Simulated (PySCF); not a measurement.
A GIAO shielding run with PySCF 2.14.0 with density-fitted response routines (density fitting, non-relativistic, gas phase) on `[SiH3]N[SiH2]CC1CC1`, C4H13NSi2:

```
$ OMP_NUM_THREADS=1 python probes_run.py task.json out

{"job": {"kind": "nmr", "xc": "PBE0", "basis": "pcSseg-1"}, "charge": 0, "multiplicity": 1}
Si     3.328365     0.369041     0.109892
N      2.331831    -1.023254    -0.163390
Si     0.696007    -1.146832    -0.724061
C     -0.235240     0.404171    -0.154399
C     -1.686466     0.375353    -0.560977
C     -2.716510     1.118097     0.236358
C     -2.676592    -0.381508     0.268476
H      3.411057     1.202728    -1.094231
H      2.756585     1.152757     1.207287
H      4.648010    -0.155108     0.464110
H      2.828074    -1.898412    -0.178576
H      0.645498    -1.244541    -2.192419
H      0.136845    -2.366903    -0.130541
H     -0.169730     0.498545     0.930403
H      0.239058     1.294820    -0.573177
H     -1.834792     0.345788    -1.634300
H     -2.390468     1.651738     1.117031
H     -3.531682     1.600003    -0.282982
H     -2.319796    -0.857768     1.169229
H     -3.465203    -0.928037    -0.226464
```

Hardware: 1 thread of an Arm Neoverse N1, shared host. The job also computes population analyses, field gradients, ring-centre shieldings.

Q: How large is the calculation?

A: 72 electrons, 198 basis functions and 1068 auxiliary functions.

Q: How long does it take, and how much memory does it need?

A: 68 s of wall time, with 12 SCF cycles and 4 response iterations; peak memory 0.89 GiB. Times on a shared host scatter by some tens of per cent.
